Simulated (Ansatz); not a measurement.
Species: C4H8Si, SMILES `C=CC(C)=[SiH2]` (C–C–C–Si torsion 180°) (charge 0, multiplicity 1).

Question: Give a relaxed geometry from B3LYP-D3(BJ)/def2-TZVP (Ansatz, an electronic-structure program).

Answer: One answer among several that fit: the end point of this relaxation, one of several conformers (outside a Z-matrix the atoms follow the SMILES, hydrogens last).
Bonds (Å): C1–C2 1.341, C1–H6 1.081, C1–H7 1.082, C2–C3 1.448, C2–H8 1.087, C3–C4 1.506, C3–Si5 1.730, C4–H9 1.094, C4–H10 1.090, C4–H11 1.094, Si5–H12 1.472, Si5–H13 1.473. Bond angles (°): C2–C1–H6 120.9, C2–C1–H7 122.3, H6–C1–H7 116.8, C1–C2–C3 125.9, C1–C2–H8 117.7, C3–C2–H8 116.4, C2–C3–C4 118.7, C2–C3–Si5 120.0, C4–C3–Si5 121.3, C3–C4–H9 110.8, C3–C4–H10 112.2, C3–C4–H11 110.8, H9–C4–H10 107.8, H9–C4–H11 107.1, H10–C4–H11 107.8, C3–Si5–H12 121.6, C3–Si5–H13 121.8, H12–Si5–H13 116.6.
